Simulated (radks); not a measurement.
All-electron atom: Tm V in [Kr] 4d10 4f(up 6, down 6) 5s2 5p(up 2.75, down 2.25) (fractional occupations, a model configuration). Method: scalar-relativistic Kohn-Sham, PBE, spin-polarised, spherical densities, finite nucleus; Fermi nuclear charge, rms radius 5.2256 fm; computed with a radial shooting solver on a logarithmic mesh with Libxc functionals. Some entries of the table are withheld. Estimate them.

orbital,occ.,eigenvalue (eV),<r> (bohr),r(max) (bohr)
1s up,1,-59325.52,0.02001,0.01261
1s down,1,-59325.48,0.02001,0.01261
2s up,1,-10051.26,0.08488,0.07189
2s down,1,-10051.23,0.08488,0.07189
2p up,3,-8881.674,0.07541,0.05854
2p down,3,-8881.639,0.07541,0.05854
3s up,1,-2297.990,0.2210,0.2032
3s down,1,-2297.970,0.2210,0.2032
3p up,3,-1943.703,0.2203,0.2002
3p down,3,-1943.678,0.2203,0.2002
3d up,5,-1505.988,0.1999,0.1633
3d down,5,-1505.963,0.1999,0.1633
4s up,1,-492.8787,0.4976,0.4643
4s down,1,-492.8357,0.4976,0.4643
4p up,3,-376.3677,0.5280,0.4855
4p down,3,-376.3216,0.5279,0.4855
4d up,5,-221.5183,0.5703,(1)
4d down,5,-221.4548,0.5702,(2)
5s up,1,-99.6308,1.193,1.078
5s down,1,-99.1580,1.193,1.077
5p up,2.75,-71.3183,1.377,(3)
5p down,2.25,-70.8257,1.378,(4)
4f up,6,(5),0.7367,0.4929
4f down,6,(6),0.7346,0.4927

Answer. 
(1) 4d up r(max) (bohr): 0.5008
(2) 4d down r(max) (bohr): 0.5008
(3) 5p up r(max) (bohr): 1.220
(4) 5p down r(max) (bohr): 1.219
(5) 4f up eigenvalue (eV): -51.9140
(6) 4f down eigenvalue (eV): -51.7525
